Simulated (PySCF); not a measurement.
B3LYP has the VWN-RPA correlation part, as in Gaussian. 

[Cd(CH3)2] (charge 0, multiplicity 1)

These are B3LYP-D3(BJ)/def2-TZVP // r2SCAN-D4/def2-SVP run with PySCF values and carry that method's errors.

| Item | Value |
|---|---|
| HOMO | -6.66 eV |
| dipole moment | 0.00 D |
| LUMO | -0.30 eV |
| HOMO–LUMO gap | 6.36 eV |
| charge on the central atom (Mulliken) | 0.65 e |
| total energy | -247.6741 Ha |
| cost | about 40 core-seconds (a rough figure) |

```xyz
9

Cd     0.0000     0.0000     0.0000
C     -2.0421    -0.5129    -0.1790
H     -2.6851     0.2732     0.2488
H     -2.2601    -1.4546     0.3501
H     -2.3246    -0.6443    -1.2359
C      2.0421     0.5129     0.1790
H      2.4236     0.2686     1.1835
H      2.1940     1.5914     0.0114
H      2.6522    -0.0341    -0.5579
```
